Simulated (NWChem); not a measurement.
Molecule: Si2H5O2Cl; SMILES [SiH2](O[SiH2]O)Cl

```xyz
10

O      1.2765    -1.4813    -0.5968
Si    -0.1890    -1.8666     0.0665
O     -1.1820    -0.5211     0.0935
Si    -1.0376     1.1124     0.0194
Cl     0.8038     1.6532     0.8336
H      1.7818    -0.7926    -0.1500
H     -0.0657    -2.3422     1.4724
H     -0.8018    -2.8872    -0.8146
H     -1.0504     1.5979    -1.3833
H     -2.0962     1.7457     0.8417
```
Atoms are numbered in this order, from 1.

Results from NWChem. STO-3G and 3-21G are far too small for this property and stand as cheap habits. The geometry was optimised at PBE0/def2-SVP. GIAO values for the isolated, static molecule; σ is the absolute isotropic shielding, δ = σ(reference) − σ with the isolated reference molecule computed at the same levels (1H: tetramethylsilane, 17O: water, 29Si: tetramethylsilane).

| level | δ O1 (ppm) | δ Si2 (ppm) | δ Si4 (ppm) | δ H6 (ppm) | δ H7 (ppm) | δ H9 (ppm) | δ H10 (ppm) |
|---|---|---|---|---|---|---|---|
| Hartree-Fock/STO-3G | -80.6 | -14.3 | -13.3 | -2.94 | 2.25 | 2.79 | 3.01 |
| PBE/pcSseg-1 | … | … | … | … | … | … | … |
| PBE0/pcSseg-1 | 67.6 | -25.9 | -16.5 | 2.30 | 5.17 | 5.58 | 5.46 |

**Question.** Complete the blanks.

**Answer.** 
- PBE/pcSseg-1, δ O1 (ppm): 80.4
- PBE/pcSseg-1, δ Si2 (ppm): -26.7
- PBE/pcSseg-1, δ Si4 (ppm): -17.2
- PBE/pcSseg-1, δ H6 (ppm): 2.22
- PBE/pcSseg-1, δ H7 (ppm): 5.51
- PBE/pcSseg-1, δ H9 (ppm): 5.87
- PBE/pcSseg-1, δ H10 (ppm): 5.71
